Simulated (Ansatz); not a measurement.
Relaxation of BrClH6N2OZr (12 atoms, charge 0, multiplicity 1), to a largest force component of 0.03 eV/Å in at most 50 steps.

The calculation used RHF/def2-SVP in Ansatz 0.2.0.

```xyz
12
Properties=species:S:1:pos:R:3:forces:R:3
Zr 0.046 -0.118 -0.081 0.16 0.04 0.36
Cl 0.220 -0.112 2.419 -0.02 -0.01 -0.42
O 1.816 -0.214 -0.797 0.13 -0.02 -0.04
H 2.724 -0.256 -1.045 -0.14 0.02 0.04
N -0.799 1.627 -0.704 -0.04 0.04 0.02
H -1.782 1.817 -0.805 0.04 -0.02 0.00
H -0.292 2.459 -0.959 -0.01 -0.03 0.00
N -0.987 -1.745 -0.729 -0.03 -0.10 -0.04
H -1.948 -1.962 -0.520 0.02 0.04 -0.01
H -0.618 -2.481 -1.309 0.00 0.04 0.05
Br -3.495 -0.002 1.560 1.26 0.05 1.18
H -2.345 0.038 2.508 -1.37 -0.05 -1.13
```

Question: Where does it end, and by what steps?

Answer: The run converged. The force dipped under the threshold on the way, but the program's further checks kept it going. After 20 steps the energy has fallen by 0.130 eV; Br11 moved furthest, 0.85 Å.

```tsv
step	energy less start (eV)	largest force component (eV/Å)	accepted
0	0.0000	1.371	yes
1	-0.1046	0.195	yes
2	-0.1031	0.258	no
3	-0.1130	0.100	yes
4	-0.1162	0.068	yes
5	-0.1175	0.079	yes
6	-0.1182	0.074	yes
7	-0.1196	0.068	yes
8	-0.1159	0.613	no
9	-0.1206	0.200	yes
10	-0.1230	0.245	yes
11	-0.1236	0.216	yes
12	-0.1252	0.172	yes
13	-0.1267	0.149	yes
14	-0.1259	0.443	no
15	-0.1284	0.022	yes
16	-0.1291	0.087	yes
17	-0.1296	0.090	yes
18	-0.1299	0.041	yes
19	-0.1300	0.037	yes
20	-0.1301	0.020	yes
```

```xyz
12
Properties=species:S:1:pos:R:3
Zr 0.152 -0.056 -0.141
Cl 0.150 0.130 2.302
O 1.943 -0.355 -0.765
H 2.831 -0.340 -1.075
N -0.653 1.659 -0.897
H -1.481 1.724 -1.464
H -0.284 2.587 -0.775
N -1.016 -1.598 -0.756
H -1.981 -1.720 -0.493
H -0.732 -2.392 -1.303
Br -3.849 -0.417 2.217
H -2.540 -0.174 2.689
```

Run time: 57 s on 4 threads of Arm Neoverse V2, on a shared host, peak memory 0.48 GiB.
